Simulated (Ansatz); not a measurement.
Method: frozen-core CCSD(T)/cc-pVTZ // B3LYP-D3(BJ)/def2-TZVP (Ansatz, a quantum-chemistry and plane-wave program).

Ansatz 0.2 input:
```yaml
crystal:
  periodic: [false, false, false]
  atoms:
    - { symbol: C, position_ang: [-1.419978, -0.463456, 0.283941] }
    - { symbol: C, position_ang: [0.04352, -0.044378, 0.230218] }
    - { symbol: C, position_ang: [0.829586, -0.931905, -0.734973] }
    - { symbol: C, position_ang: [0.174796, 1.428958, -0.156095] }
    - { symbol: O, position_ang: [0.534487, -0.236542, 1.569283] }
    - { symbol: H, position_ang: [-1.888533, -0.353377, -0.694995] }
    - { symbol: H, position_ang: [-1.502352, -1.505264, 0.595386] }
    - { symbol: H, position_ang: [-1.962194, 0.152711, 1.001917] }
    - { symbol: H, position_ang: [1.885675, -0.649171, -0.746296] }
    - { symbol: H, position_ang: [0.449669, -0.839862, -1.75436] }
    - { symbol: H, position_ang: [0.757547, -1.976314, -0.429645] }
    - { symbol: H, position_ang: [-0.360486, 2.05478, 0.558768] }
    - { symbol: H, position_ang: [1.224567, 1.734474, -0.161833] }
    - { symbol: H, position_ang: [-0.23075, 1.613413, -1.152824] }
    - { symbol: H, position_ang: [1.464444, 0.015934, 1.591507] }
basis:
  gaussian: { orbitals: cc-pVTZ }
correlation:
  method: ccsd_t
```

Output:

```
Functional definition: HF
1643 factors; integrals over basis functions are off by at most 1.2e-3 eV
mean field evaluation 1: about -6314.8358 eV, gradient 4.3e1 eV
mean field evaluation 2: about -6315.0745 eV, gradient 4.3e1 eV
mean field evaluation 4: about -6319.6566 eV, gradient 4.7e0 eV
mean field evaluation 8: about -6319.7219 eV, gradient 2.3e-1 eV
mean field evaluation 16: about -6314.8353 eV, gradient 4.3e1 eV
mean field -6319.72204203 eV, -232.2455013833 hartree, gradient 1.1e-6 eV, S^2 0.000000; 0 other end points of the search recorded, 0 dependent functions left out
5 core orbitals not correlated
reference -6319.72204203 eV, -232.2455013833 hartree; 16, 16 occupied and 269, 269 virtual orbitals, 1643 factors
second order -26.00047084 eV of doubles, -0.00000000 eV of singles
cycle   1  -26.58813433 eV  change   -5.9e-1 eV  update   9.5e-2
cycle   2  -27.18592293 eV  change   -6.0e-1 eV  update   2.6e-2
cycle   3  -27.29293292 eV  change   -1.1e-1 eV  update   1.2e-2
cycle   4  -27.28801081 eV  change    4.9e-3 eV  update   2.5e-3
cycle   5  -27.28852785 eV  change   -5.2e-4 eV  update   9.8e-4
cycle   6  -27.28899261 eV  change   -4.6e-4 eV  update   2.6e-4
cycle   7  -27.28893159 eV  change    6.1e-5 eV  update   1.1e-4
cycle   8  -27.28891359 eV  change    1.8e-5 eV  update   3.5e-5
perturbative correction -1.04351968 eV, -0.0383486411 hartree
Total energy: -6348.05447531 eV, -233.2866991019 hartree
```

Cost: about 9 core-minutes (a rough figure).
